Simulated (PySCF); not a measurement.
A calculated (revPBE, PySCF 2.14, aug-cc-pVTZ-DK, the spin-free X2C one-electron Hamiltonian (Gaussian nucleus)) atom or ion has these occupied shells.

```
shell  electrons  orbital energy (eV)  rms radius, mean of both spins (bohr)
 1s β          1              -2765.9                                  0.105
 1s α          1              -2765.9                                  0.105
 2s β          1              -267.17                                  0.483
 2s α          1              -267.06                                  0.483
 2p β          3              -206.00                                  0.454
 2p α          3              -205.95                                  0.454
 3s β          1              -32.668                                   1.59
 3p β          2              -19.967                                   1.84
 3p α          3              -19.953                                   1.84
```

Problem. Name the element and its charge.

Solution. Cl⁺ (chlorine, charge +1), in [Ne] 3s1 3p5, 3s spin antiparallel (an excited configuration).
